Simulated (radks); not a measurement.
Task: Species: Pd XXIX. Configuration: [Ar]. All-electron calculation, Dirac Kohn-Sham, PBE, spin-unpolarised, spherical densities, finite nucleus; Fermi nuclear charge, rms radius 4.5318 fm. Program: a radial shooting solver on a logarithmic mesh with Libxc functionals. Some entries of the table are withheld. Estimate them.

orbital,occ.,eigenvalue (eV),<1/r> (bohr^-1)
1s1/2,2,-25493.68,48.23
2s1/2,2,-4846.147,11.19
2p1/2,2,(1),11.14
2p3/2,4,(2),10.50
3s1/2,2,-1740.058,(3)
3p1/2,2,-1650.580,4.276
3p3/2,4,-1613.845,4.118

Result: 
(1) 2p1/2 eigenvalue (eV): -4601.060
(2) 2p3/2 eigenvalue (eV): -4439.392
(3) 3s1/2 <1/r> (bohr^-1): 4.343
